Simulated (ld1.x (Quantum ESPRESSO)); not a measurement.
## What one change does to a pseudopotential (phosphorus, ultrasoft)

* Element: phosphorus (P)
* Generator: ld1.x (Quantum ESPRESSO) 7.5
* Type: ultrasoft
* Functional: LDA (PZ)
* Relativity: scalar-relativistic
* Frozen core: [Ne]
* Valence charge: 5
* Reference configuration: 3s2 3p3
* Partial waves: 3s (bound): rcut 1.40, rcutus 1.80 bohr; 3s channel at 1.75 Ry: rcut 1.40, rcutus 1.80 bohr; 3p (bound): rcut 1.95, rcutus 2.10 bohr; 3p channel at 0.35 Ry: rcut 1.95, rcutus 2.10 bohr; 3d channel at 0.3 Ry: rcut 1.35, rcutus 1.80 bohr; 3d channel at 1.7 Ry: rcut 1.35, rcutus 1.80 bohr
* Local potential: all-electron potential smoothed inside 1.70 bohr (lloc = -2)
* Core correction: none
* Augmentation charge: PSQ, radius 1.05 bohr

Change: local potential all-electron potential smoothed inside 0.80 bohr (lloc = -2).

Cutoffs: the cutoffs (Ry, on a coarse ladder) from which the occupation-weighted sum of valence levels, in a spherical-Bessel basis at the reference potential, stays within 10 and 1 mRy of its value at 400 Ry; they do not see the model core or the augmentation charge, which bear on the density cutoff. Errors are all-electron minus pseudo energies relative to the spin-unpolarised reference configuration.

Task: Predict the effect on cutoff, ghosts and configuration errors.

Result: The potential gets neither clearly harder nor softer (12 Ry and 18 Ry → 12 Ry and 18 Ry); the errors of the 9 common tests hardly move; the range in which the s phases agree narrows (upper end at the end of the scan → 3.8); the range in which the d phases agree narrows (upper end at the end of the scan → 3.8); neither file shows a bound ghost.

| quantity | base | changed |
| --- | --- | --- |
| cutoff, loose | 12 Ry | 12 Ry |
| cutoff, tight | 18 Ry | 18 Ry |
| bound ghosts | none | none |
| error for 3s2 3p2, meV [ΔE 9.82 eV] | +1.3 | +1.3 |
| error for 3s2 3p1, meV [ΔE 29.07 eV] | +17 | +17 |
| error for 3s2 3p0, meV [ΔE 58.96 eV] | +84 | +85 |
| error for 3s1 3p3, meV [ΔE 18.89 eV] | +6.7 | +6.8 |
| error for 3s2 3p2.5, meV [ΔE 3.82 eV] | 0.0 | 0.0 |
| error for 3s0 3p5, meV [ΔE 17.14 eV] | +16 | +16 |
| error for 3s1 3p4, meV [ΔE 8.50 eV] | +3.5 | +3.6 |
| error for 3s2 3p3 (spin-polarised), meV [ΔE -1.51 eV] | +135 | +136 |
| error for 3s2 3p2 (spin-polarised), meV [ΔE 8.98 eV] | +92 | +92 |
| s: phases at 2.31 bohr within 0.05 rad from the reference energy up to (Ry; the scan ends near 5) | to the end of the scan | 3.8 |
| p: phases at 2.31 bohr within 0.05 rad from the reference energy up to (Ry; the scan ends near 5) | 4.3 | 3.9 |
| d: phases at 2.31 bohr within 0.05 rad from the reference energy up to (Ry; the scan ends near 5) | to the end of the scan | 3.8 |
| lowest overlap eigenvalue by channel | s 0.46, p 0.88, d 0.96 | s 0.36, p 0.75, d 0.96 |
